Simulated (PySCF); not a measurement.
The vertical singlet excitations below were computed for one of the candidates. Level of theory: PySCF, TDDFT wB97X-D/def2-SVPD, vertical, gas phase, core orbitals frozen in the response. Geometries: GFN2-xTB, one conformer each.

```tsv
state	E (eV)	λ (nm)	f
S1	5.56	222.9	0.0086
S2	6.32	196.2	0.0032
S3	6.69	185.3	0.039
S4	7.02	176.7	0.226
S5	7.30	170.0	0.064
S6	7.38	168.1	0.294
S7	7.90	156.9	0.0019
S8	7.97	155.6	0.040
```

Triplets computed (Tamm–Dancoff): 4.51, 5.34, 5.87 eV.

Orbital energies (eV): HOMO-3 -10.71, HOMO-2 -10.43, HOMO-1 -10.23, HOMO -8.98, LUMO 1.02, LUMO+1 2.13, LUMO+2 2.46.

Question: Which candidate is it? All have the formula C6H11B.
A. `CC=C=CB(C)C`
B. `C=CCBC1CC1`
C. `CB(CC#CC)C`
D. `B/C(=C/C)C(=C)C`
E. `B/C(=C\C)C(=C)C`

Answer: B. Its S1 lies at 5.56 eV; the nearest of the others has S1 at 5.83 eV. S1 is HOMO→LUMO (84%). Löwdin shares by element: HOMO carbon 77% or more, boron 7% (atoms not listed hold the other 16%); LUMO boron 40%, carbon 22% or more, hydrogen 9% or more (atoms not listed hold the other 29%). At the same level the other candidates give, for their lowest levels:
- `B/C(=C\C)C(=C)C`: 4.37 eV (f 0.087); 5.18 eV (f 0.016); 5.68 eV (f 0.005); 6.08 eV (f 0.376); 6.54 eV (f 0.086); T1 3.09 eV; HOMO -8.44, LUMO 0.03 eV
- `CC=C=CB(C)C`: 4.58 eV (f 0.000); 6.08 eV (f 0.001); 6.16 eV (f 0.404); 6.73 eV (f 0.002); 6.89 eV (f 0.000); T1 4.20 eV; HOMO -8.97, LUMO 0.64 eV
- `B/C(=C/C)C(=C)C`: 4.67 eV (f 0.024); 5.61 eV (f 0.237); 5.78 eV (f 0.008); 5.93 eV (f 0.038); 6.77 eV (f 0.200); T1 3.50 eV; HOMO -8.85, LUMO 0.05 eV
- `CC#CCB(C)C`: 5.83 eV (f 0.001); 6.42 eV (f 0.009); 6.63 eV (f 0.005); 6.68 eV (f 0.000); 6.74 eV (f 0.007); T1 5.51 eV; HOMO -8.69, LUMO 1.54 eV

Conformer computed: `[CH2:1]=[CH:2][CH2:3][BH:4][CH:5]1[CH2:6][CH2:7]1`: C1–C2–C3–B4 -103°, C2–C3–B4–C5 18°, C3–B4–C5–C6 149°.
